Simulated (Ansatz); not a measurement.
C3H7N, SMILES `C/C=C\N` (charge 0, multiplicity 1).

Cartesian coordinates (Å):
```xyz
11

C     -1.3413    -0.4188    -0.3302
C     -0.5263     0.5620     0.4466
C      0.8063     0.6323     0.4338
N      1.6680    -0.1286    -0.3400
H     -1.6347    -0.0303    -1.3125
H     -2.2615    -0.6734     0.2004
H     -0.8055    -1.3577    -0.5054
H     -1.0529     1.2924     1.0490
H      1.3080     1.3867     1.0313
H      1.2691    -0.9620    -0.7431
H      2.5707    -0.3025     0.0701
```
Charge 0, spin multiplicity 1.

Frozen-core energies in 6-31g from Ansatz (an electronic-structure program) at a geometry from PBE0-D3(BJ)/def2-TZVP; the HF reference has <S^2> = 0.00 and the T1 diagnostic is 0.010.

| level | energy (Ha) |
|---|---|
| HF | -172.03158 |
| MP2 | -172.40852 |
| CCSD | -172.45071 |

Question: Estimate the energies of CCSD(T), CCSDT and CCSDT(Q), and give each level's difference from CCSDT(Q).

Answer: 
| level | energy (Ha) | difference from CCSDT(Q) (mHa) |
|---|---|---|
| MP2 | -172.40852 | 54.41 |
| CCSD | -172.45071 | 12.21 |
| CCSD(T) | -172.46133 | 1.59 |
| CCSDT | -172.46197 | 0.96 |
| CCSDT(Q) | -172.46292 | 0.00 |
